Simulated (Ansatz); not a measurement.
Cost and result up the ladder for (Me)3Sn-O-SiH3 (C₃H₁₂OSiSn) (18 atoms). The state is a singlet with charge 0. Geometry: r2SCAN-D4/def2-SVP.

```xyz
18

C     1.8494    1.3725   -0.3650
C    -0.2401    0.6064    2.4748
C    -1.6978    0.9480   -0.8105
O     0.3293   -1.5250    0.0941
Si    0.0823   -2.5872   -1.1369
Sn    0.0447    0.4486    0.3536
H     1.9523    1.1972   -1.4454
H     1.8335    2.4565   -0.1786
H     2.7143    0.9329    0.1523
H    -0.3751    1.6553    2.7768
H    -1.1293    0.0299    2.7678
H     0.6383    0.1934    2.9912
H    -2.5531    0.3376   -0.4863
H    -1.5070    0.7571   -1.8769
H    -1.9490    2.0113   -0.6806
H     0.8191   -2.1929   -2.3858
H     0.5561   -3.9454   -0.7333
H    -1.3680   -2.6963   -1.5113
```

Ansatz on 4 threads of Arm Neoverse V1 on a shared host. Times are rough, and most runs start from the orbitals of an earlier one. r2SCAN0-D4/def2-TZVP serves as the yardstick here, not as an exact answer. Differences are given only for rows in sets of like size (and for xTB, whose basis is part of the method), since another set adds its own error. Binding counts from free atoms at the same level (C triplet, O triplet, Si triplet, Sn triplet, H doublet; other spins of the atoms weren't run), without zero-point energy or a counterpoise term.

In the def2 sets Sn takes a core potential; there is no spin–orbit coupling. Correlated methods freeze 13 core orbitals; core or outer-core shells of Sn are correlated, in sets that lack core-valence functions. The rows differ in basis, and correlated rows in double-zeta sets carry the largest basis error. Another isomer (singlet) lies 0.54 eV lower at PBE0-D4/def2-TZVP; other spin states weren't run for this one.

Correlated methods converge slowly with the basis, most of all in double-zeta sets.

| level | functions | wall time |
| --- | --- | --- |
| PBE-D4/def2-SVP | 160 | 2.1 s |
| PBE0-D4/def2-SVP | 160 | 3.2 s |
| PBE-D4/def2-TZVP (with forces) | 283 | 4.8 s |
| PBE0-D4/def2-TZVP | 283 | 7 s |
| BHLYP-D4/def2-TZVP | 283 | 7 s |
| r2SCAN-D4/def2-TZVP | 283 | 7.5 s |
| MP2/def2-TZVP | 283 | 7.5 s |
| r2SCAN0-D4/def2-TZVP | 283 | 11 s |
| B97M-V/def2-TZVP | 283 | 19 s |
| CCSD(T)/def2-SVP | 160 | 67 s |

**Question.** Estimate what each level gives for the binding energy per atom (eV).

**Answer.** 
```csv
level,binding energy per atom (eV),difference from r2SCAN0-D4/def2-TZVP (eV)
PBE-D4/def2-SVP,3.67,–
PBE0-D4/def2-SVP,3.64,–
PBE-D4/def2-TZVP (with forces),3.68,0.06
PBE0-D4/def2-TZVP,3.64,0.02
BHLYP-D4/def2-TZVP,3.59,-0.04
r2SCAN-D4/def2-TZVP,3.66,0.04
MP2/def2-TZVP,3.56,-0.07
r2SCAN0-D4/def2-TZVP,3.62,0.00
B97M-V/def2-TZVP,3.67,0.05
CCSD(T)/def2-SVP,3.47,–
```
